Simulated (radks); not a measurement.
All-electron atom: Ho XXXIV in [Ar] 3d10 4s2 4p4 (the NIST ground configuration). All-electron calculation, Dirac Kohn-Sham, LB94 model potential, spin-unpolarised, spherical densities, finite nucleus; open shells fill j = l - 1/2 first; Fermi nuclear charge, rms radius 5.2022 fm. Program: a radial shooting solver on a logarithmic mesh with Libxc functionals.

Spin-orbit splittings of the eigenvalues, e(l+1/2) - e(l-1/2), with zeta = 2 splitting/(2l+1) and mean radii in bohr:

shell  occ.  splitting (eV)  zeta (eV)  <r> j=l-1/2  <r> j=l+1/2
2p        6           865.9      577.3      0.07264      0.07979
3p        6           185.1      123.4       0.2160       0.2289
3d       10           41.11      16.44       0.2011       0.2051
4p        4               ?          ?       0.4625       0.4821
4d        0           12.43      4.972       0.4726       0.4782

Estimate the 4p splitting.

Answer. 57.08 eV (zeta = 38.05 eV).
